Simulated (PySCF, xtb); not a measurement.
Si(CCH)2(H)(Me) (C₅H₆Si), SMILES C#C[SiH](C)C#C.

GFN2-xTB in xtb 6.7.1 at its own geometry gives an orbital gap of 5.03 eV and a dipole moment of 0.40 D.

The structure is a stationary point at B3LYP-D3(BJ)/def2-SVP.

**Question.** What does PySCF with B3LYP/def2-TZVP give? (Estimate from the structure and the level; the computed values follow.)

**Answer.** gap 7.18 eV (levels -7.81 and -0.63 eV), dipole 0.64 D.
